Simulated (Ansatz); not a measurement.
`BN(CC)[SiH2]Cl` + `Cl[SiH2][SeH]` → `B[Se][SiH2]Cl` + `CCN[SiH2]Cl`  (ligand exchange at a B–N bond)

Isolated molecules relaxed with PBE0-D4/def2-TZVP in Ansatz; ΔE leaves out vibrations. CCSD(T)/CBS adds triple-zeta CCSD(T) − MP2 to the extrapolated MP2 energy (def2 sets, frozen cores). DFT in def2-TZVPP. B3LYP here is the variant with VWN-RPA as its local correlation; programs differ in this. For Se outer-core shells are correlated without core-valence functions, which leaves a few kJ/mol of doubt a bond. Scalar relativity is left out up to krypton. Each species was taken in one conformer, which may not be the lowest.

`BN(CC)[SiH2]Cl`:

```xyz
15

B     1.549   -1.042    0.277
N     0.378   -0.285    0.397
C    -0.790   -0.550   -0.455
C    -0.778    0.280   -1.723
Si    0.242    0.978    1.576
Cl   -1.067    0.419    3.063
H     1.592   -1.927   -0.532
H     2.483   -0.794    0.982
H    -1.704   -0.357    0.116
H    -0.794   -1.614   -0.701
H     0.110    0.055   -2.318
H    -0.774    1.349   -1.497
H    -1.661    0.066   -2.329
H    -0.348    2.190    0.963
H     1.563    1.232    2.180
```

`Cl[SiH2][SeH]`:

Cartesian coordinates in Å:
```
Cl 1.275 -0.635 1.868
Si 0.411 -0.287 0.044
Se -1.389 1.036 0.446
H 1.403 0.386 -0.826
H 0.018 -1.588 -0.544
H -1.718 1.088 -0.987
```

`B[Se][SiH2]Cl`:

Cartesian coordinates in Å:
```
B -0.391 -1.444 1.022
Se -0.560 -1.106 -0.854
Si 0.149 1.061 -0.824
Cl 2.195 1.175 -0.878
H -0.683 -2.538 1.389
H -0.020 -0.591 1.766
H -0.374 1.728 -2.037
H -0.315 1.716 0.417
```

`CCN[SiH2]Cl`:

Cartesian coordinates in Å:
```
C 0.669 -0.347 1.591
C -0.294 0.542 0.823
N -0.868 -0.091 -0.352
Si -0.265 0.083 -1.928
Cl 1.550 -0.861 -2.289
H 0.166 -1.253 1.940
H 1.064 0.174 2.466
H 1.506 -0.650 0.959
H 0.222 1.449 0.495
H -1.102 0.875 1.485
H -1.410 -0.915 -0.141
H -1.237 -0.522 -2.865
H -0.002 1.516 -2.184
```

```
        level  ΔE (kJ/mol)
          PBE         38.2
       r2SCAN         42.2
        B3LYP         44.7
HF/def2-QZVPP         47.4
```

**Question.** What does CCSD(T)/CBS give? (An estimate is asked.)

**Answer.** Ansatz gave: +44.4 kJ/mol. The listed levels differ from it by -6.2, -2.2, 0.3, 3.0 kJ/mol.

Largest T1 diagnostic among the species: 0.012.
